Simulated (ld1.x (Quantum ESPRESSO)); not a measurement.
An all-electron radial function and its pseudo partner (sulfur (S))

Columns: radius, all-electron u(r) and pseudo u(r) of the 3s shell (level -17.93 eV) of sulfur in the configuration [Ne] 3s1 3p5; PBE, scalar-relativistic, ultrasoft scheme, ld1.x (Quantum ESPRESSO) 7.5.

```
r (bohr)  all-electron  pseudo
   0.070        0.1957  0.0445
   0.140       -0.0429  0.0896
   0.210       -0.2726  0.1356
   0.280       -0.3923  0.1830
   0.350       -0.4045  0.2321
   0.420       -0.3381  0.2829
   0.490       -0.2231  0.3353
   0.560       -0.0834  0.3891
   0.630        0.0638  0.4437
   0.700        0.2071  0.4985
   0.770        0.3394  0.5527
   0.840        0.4567  0.6052
   0.910        0.5574  0.6551
   0.980        0.6413  0.7013
   1.050        0.7092  0.7426
   1.120        0.7620  0.7781
   1.190        0.8006  0.8068
   1.260        0.8265  0.8281
   1.330        0.8412  0.8414
   1.400        0.8463  0.8463
   1.470        0.8431  0.8431
   1.540        0.8331  0.8331
   1.610        0.8174  0.8174
   1.680        0.7972  0.7972
   1.750        0.7734  0.7734
   1.820        0.7469  0.7469
```

Question: How many radial nodes do the two functions have?

Answer: The all-electron 3s function has n − l − 1 = 2; the pseudo-wave has 0, since the states of the same l below it are removed with the core.

Question: At about which radius was the pseudo-wave matched?

Answer: 1.40 bohr, where the columns begin to agree (steps of 0.07 bohr).

Question: Is the pseudo-wave norm-conserving?

Answer: No, it belongs to an ultrasoft set: the norm inside the radius is not constrained, and the difference is carried by the augmentation charge.
